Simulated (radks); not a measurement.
Values are calculated unless marked as measured or tabulated.
Q: The mean radii <r> (bohr) of the occupied orbitals of an atom or ion are listed with their occupations. Code: a radial shooting solver on a logarithmic mesh with Libxc functionals. Model: non-relativistic Kohn-Sham, PW91, spin-polarised, spherical densities, point nucleus.

orbital  occ.      <r>
1s down     1  0.07360
1s up       1  0.07360
2s up       1   0.3462
2s down     1   0.3461
2p up       3   0.3086
2p down     3   0.3085
3s up       1    1.082
3s down     1    1.081
3p up       3    1.170
3p down     3    1.170
4s up       1    3.698
4s down     1    3.789
3d up       1    1.814

Name the element and its charge. Open shells, if any, are filled with parallel spins first.

A: Z = 21, scandium, charge 0: Sc in [Ar] 3d1 4s2. The 1s radius gives Z: for a bare nucleus <r> = 1.5/Z, 0.07143 bohr for Z = 21, and screening makes it slightly larger (0.07360 here). The occupations add up to 21, and the charge is Z minus that.
